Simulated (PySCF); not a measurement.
Compound: C₄H₃FNO (doublet state).
Structure used (GFN2-xTB), in Å, numbered top down from 1:
```xyz
10
C4H3FNO angstrom
N     -1.8246    0.3515   -0.2421
C     -0.8858   -0.6624   -0.2695
O     -1.2019   -1.8350   -0.4351
C      0.4483   -0.2203   -0.1167
C      1.4709    0.7507   -0.1320
F      1.7770    2.0189   -0.0968
C      1.9124   -0.5016   -0.2137
H     -2.7867    0.0624   -0.1896
H     -1.5920    1.2551    0.1300
H      2.6912   -1.2146   -0.3099
```

The hyperfine couplings belong to this conformer and change with its torsions.

The species is `C1(=C([CH]1)F)C(=O)N` [radical].

The calculation used UKS B3LYP, pcH-1 on C F H N O, non-relativistic, mean-field spin-orbit, GIAO in PySCF. One conformer (not necessarily the lowest) at the GFN2-xTB geometry, without solvent, vibrations or thermal averaging. Couplings are sensitive to structure, and on GFN2-xTB geometries they can be far from those on DFT ones. The frame is twisted about the C2–C4 bond at this geometry (dihedral O3–C2–C4–C7 = 13°); couplings at other torsion angles weren't computed. The SCF solution wasn't tested for stability.

(1) Break the g tensor into its mass correction, gauge correction and orbital-Zeeman/spin–orbit terms.

(2) At 9.718 GHz, how far is the centre of the isotropic spectrum from where a free electron (g = 2.002319) resonates?

(3) What are the electron Larmor frequencies g μB B/h along the three axes at 1200 mT?

(4) What effective moment and Curie constant follow for a powder?

(5) In a frozen sample, at which fields do the three g values resonate at 9.5, 34, 94 and 263 GHz (hyperfine left aside), and which band first spreads them over more than twice a line width of 0.5 mT?

Results:

(1) 
```csv
Δg (ppm),1,2,3
relativistic mass correction,-182,-182,-182
gauge correction,-13,37,25
orbital Zeeman/spin–orbit,-31,1252,2409
total,-227,1107,2252
```

So g = 2.00209, 2.00343, 2.00457 and g_iso = 2.00336; the tensor is rhombic: the two nearest values differ by 46 % of g3 − g1. Axes: g2 points within 12° of the C4–C7 bond and g3 points within 3° of the C2–O3 bond.

(2) B = hν/(g μB) with μB/h = 13.99624 MHz/mT gives 346.76 mT for the free electron and 346.58 mT at g_iso, 0.18 mT lower.

(3) 33.6261, 33.6485, 33.6678 GHz for g1, g2 and g3, a range of 41.6 MHz.

(4) With the mean of g² = 4.0135 and S(S+1) = 0.75: μ_eff = √(⟨g²⟩S(S+1)) = 1.735 μB and χT = 0.12505·⟨g²⟩·S(S+1) = 0.376 cm³ K/mol (cgs; spin-Hamiltonian part alone).

(5) 
| band | GHz | B(g3) mT | B(g2) mT | B(g1) mT | spread mT |
| --- | --- | --- | --- | --- | --- |
| X | 9.5 | 338.60 | 338.80 | 339.02 | 0.42 |
| Q | 34.0 | 1211.84 | 1212.53 | 1213.34 | 1.50 |
| W | 94.0 | 3350.38 | 3352.30 | 3354.53 | 4.15 |
| J | 263.0 | 9373.95 | 9379.31 | 9385.56 | 11.61 |

The spread grows in proportion to the frequency. Q band is the first where it exceeds 1.0 mT.

The largest Mulliken spin populations are on C4 (+0.58), C7 (+0.33), O3 (+0.16) and C5 (-0.09). Three atoms exceed +0.15. The angles at C4 add up to 357.6°, so it is nearly planar.

The HOMO–LUMO gaps are 3.84 eV among the α and 4.77 eV among the β orbitals.

Time: 34 s (with the writing of density and orbital grids); peak memory 0.70 GiB. Hardware: an Arm Neoverse V1 with one thread, on a shared host.

The SMILES draws the unpaired electron on C7; the largest computed Mulliken spin population is on C4 (0.58 against 0.33).
